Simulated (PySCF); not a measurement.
F4Hf, charge -1, multiplicity 2. Atoms are numbered in the order given.

```xyz
5

Hf     0.0000     0.0000     0.0000
F      1.3506    -1.3506    -0.5380
F      1.3506     1.3506     0.5380
F     -1.3506    -1.3506     0.5380
F     -1.3506     1.3506    -0.5380
```
Charge -1, spin multiplicity 2.

Geometry: PBE0-D3(BJ)/def2-SVPD. The multiplicity is an assumed one; other spin states were not compared. The isomer is the one that the SMILES or the coordinates give; other isomers of the formula were not compared. The def2 effective core potentials stand for the cores of Hf; spin–orbit coupling is left out.

Level of theory: PBE/def2-SVPD run with PySCF.

Mulliken values depend strongly on the basis, most of all with diffuse functions as here. ESP charges are fitted to the potential on shells at 1.4 to 2.0 van der Waals radii. Atomic charges (e):

| atom | ESP fit | Mulliken | Mulliken spin |
|---|---|---|---|
| Hf1 | 0.72 | 1.42 | 1.18 |
| F2 | -0.43 | -0.60 | -0.04 |
| F3 | -0.43 | -0.60 | -0.04 |
| F4 | -0.43 | -0.60 | -0.04 |
| F5 | -0.43 | -0.60 | -0.04 |
